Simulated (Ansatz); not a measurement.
# Molecular dynamics of Cl2GaHO

input.yaml

```yaml
crystal:
  periodic: [false, false, false]
  atoms:
    - { symbol: Ga, position_ang: [0.056063, -0.103508, -0.037075] }
    - { symbol: Cl, position_ang: [-0.041638, -0.053061, 2.092476] }
    - { symbol: Cl, position_ang: [1.905675, 0.169368, -1.035533] }
    - { symbol: O, position_ang: [-1.395451, -0.372263, -1.003988] }
    - { symbol: H, position_ang: [-2.19475, -0.487236, -0.47738] }
basis:
  gaussian: { orbitals: def2-SVP }
hamiltonian:
  xc: pbe0
md:
  timestep: 0.25
  n_steps: 150
  ensemble: nvt_nose_hoover
  temperature: 1000.0
  initial_velocities: maxwell_boltzmann
  seed: 580777
  nose_hoover: { tau: 20.0, chain_length: 5 }
```

Command:

```bash
$ ansatz run input.yaml --threads 1 --pin off --max-ram 2048MiB --backend cpu --events-out ev --progress --plain --runs-dir out
```

It starts from a relaxed structure.

Output, in part (one step line in 6, the closing report, with atoms numbered from 0):

```
md step     0: t =     0.00 fs  T =  1000.0 K  F+E_penalty+E_count = -79457.05303954 eV  E_kin = 0.387780 eV  conserved = -79456.66525954 eV  (24 SCF iters)
md step     6: t =     1.50 fs  T =   799.1 K  F+E_penalty+E_count = -79456.97447839 eV  E_kin = 0.309887 eV  conserved = -79456.66467166 eV  (27 SCF iters)
md step    12: t =     3.00 fs  T =   720.1 K  F+E_penalty+E_count = -79456.94308493 eV  E_kin = 0.279232 eV  conserved = -79456.66458984 eV  (23 SCF iters)
md step    18: t =     4.50 fs  T =   866.4 K  F+E_penalty+E_count = -79456.99875481 eV  E_kin = 0.335962 eV  conserved = -79456.66518199 eV  (25 SCF iters)
md step    24: t =     6.00 fs  T =   634.6 K  F+E_penalty+E_count = -79456.90618596 eV  E_kin = 0.246102 eV  conserved = -79456.66468969 eV  (27 SCF iters)
md step    30: t =     7.50 fs  T =   568.4 K  F+E_penalty+E_count = -79456.87814399 eV  E_kin = 0.220428 eV  conserved = -79456.66475417 eV  (28 SCF iters)
md step    36: t =     9.00 fs  T =   625.9 K  F+E_penalty+E_count = -79456.89669413 eV  E_kin = 0.242700 eV  conserved = -79456.66512213 eV  (28 SCF iters)
md step    42: t =    10.50 fs  T =   348.1 K  F+E_penalty+E_count = -79456.78432475 eV  E_kin = 0.135004 eV  conserved = -79456.66451955 eV  (23 SCF iters)
md step    48: t =    12.00 fs  T =   361.0 K  F+E_penalty+E_count = -79456.78573376 eV  E_kin = 0.139997 eV  conserved = -79456.66464411 eV  (24 SCF iters)
md step    54: t =    13.50 fs  T =   519.5 K  F+E_penalty+E_count = -79456.84085168 eV  E_kin = 0.201463 eV  conserved = -79456.66522994 eV  (27 SCF iters)
md step    60: t =    15.00 fs  T =   290.7 K  F+E_penalty+E_count = -79456.74373585 eV  E_kin = 0.112715 eV  conserved = -79456.66435858 eV  (22 SCF iters)
md step    66: t =    16.50 fs  T =   468.4 K  F+E_penalty+E_count = -79456.80593324 eV  E_kin = 0.181652 eV  conserved = -79456.66499447 eV  (27 SCF iters)
md step    72: t =    18.00 fs  T =   562.8 K  F+E_penalty+E_count = -79456.82794376 eV  E_kin = 0.218234 eV  conserved = -79456.66492257 eV  (27 SCF iters)
md step    78: t =    19.50 fs  T =   412.8 K  F+E_penalty+E_count = -79456.75544879 eV  E_kin = 0.160083 eV  conserved = -79456.66436102 eV  (22 SCF iters)
md step    84: t =    21.00 fs  T =   659.5 K  F+E_penalty+E_count = -79456.83467544 eV  E_kin = 0.255738 eV  conserved = -79456.66471052 eV  (27 SCF iters)
md step    90: t =    22.50 fs  T =   890.8 K  F+E_penalty+E_count = -79456.89513848 eV  E_kin = 0.345443 eV  conserved = -79456.66524200 eV  (27 SCF iters)
md step    96: t =    24.00 fs  T =   690.5 K  F+E_penalty+E_count = -79456.78645601 eV  E_kin = 0.267762 eV  conserved = -79456.66399827 eV  (23 SCF iters)
md step   102: t =    25.50 fs  T =  1080.2 K  F+E_penalty+E_count = -79456.90429859 eV  E_kin = 0.418862 eV  conserved = -79456.66522312 eV  (27 SCF iters)
md step   108: t =    27.00 fs  T =  1039.6 K  F+E_penalty+E_count = -79456.84302405 eV  E_kin = 0.403123 eV  conserved = -79456.66459227 eV  (27 SCF iters)
md step   114: t =    28.50 fs  T =   835.3 K  F+E_penalty+E_count = -79456.72759022 eV  E_kin = 0.323915 eV  conserved = -79456.66408212 eV  (22 SCF iters)
md step   120: t =    30.00 fs  T =  1119.8 K  F+E_penalty+E_count = -79456.80209984 eV  E_kin = 0.434226 eV  conserved = -79456.66473369 eV  (27 SCF iters)
md step   126: t =    31.50 fs  T =  1107.9 K  F+E_penalty+E_count = -79456.75518910 eV  E_kin = 0.429635 eV  conserved = -79456.66500853 eV  (27 SCF iters)
md step   132: t =    33.00 fs  T =   803.8 K  F+E_penalty+E_count = -79456.60707063 eV  E_kin = 0.311715 eV  conserved = -79456.66366799 eV  (22 SCF iters)
md step   138: t =    34.50 fs  T =  1245.0 K  F+E_penalty+E_count = -79456.74889668 eV  E_kin = 0.482775 eV  conserved = -79456.66523117 eV  (26 SCF iters)
md step   144: t =    36.00 fs  T =   969.0 K  F+E_penalty+E_count = -79456.61183639 eV  E_kin = 0.375761 eV  conserved = -79456.66403660 eV  (27 SCF iters)
md step   150: t =    37.50 fs  T =   939.0 K  F+E_penalty+E_count = -79456.58096336 eV  E_kin = 0.364141 eV  conserved = -79456.66381369 eV  (25 SCF iters)
Total energy: -79456.58098898 eV, -2919.9754937402 hartree
Atom 0 at     0.111287    -0.102727    -0.012733 Å, force     2.401179     0.527700     2.706046 eV/Å
Atom 1 at    -0.178939    -0.069215     2.172610 Å, force     0.364106     0.039778    -0.978625 eV/Å
Atom 2 at     1.860438     0.165954    -1.180597 Å, force     0.248742    -0.020937     0.262937 eV/Å
Atom 3 at    -1.233333    -0.357469    -0.960773 Å, force    -6.137392     0.525440    -0.724710 eV/Å
Atom 4 at    -2.168119    -0.087899    -0.563540 Å, force     3.123365    -1.071981    -1.265648 eV/Å
Dipole moment:    -0.332235     0.072300     0.052158 e Å
```

The run went to its last step. The conserved energy stayed within 0.36 meV per atom of its start (net change 0.29 meV per atom), so the integration is sound. A run of 0.037 ps of so small a system gives no equilibrium averages.

The same pairs are bonded in the first frame and the last. Pairs count as bonded within 1.25 times the sum of covalent radii (0.12 Å more for H–H).

Last frame:

```xyz
5
Properties=species:S:1:pos:R:3
Ga 0.111 -0.103 -0.013
Cl -0.179 -0.069 2.173
Cl 1.860 0.166 -1.181
O -1.233 -0.357 -0.961
H -2.168 -0.088 -0.564
```

Run time: 9.4 min on 1 thread of Arm Neoverse V1, with other jobs on the host, peak memory 0.19 GiB.
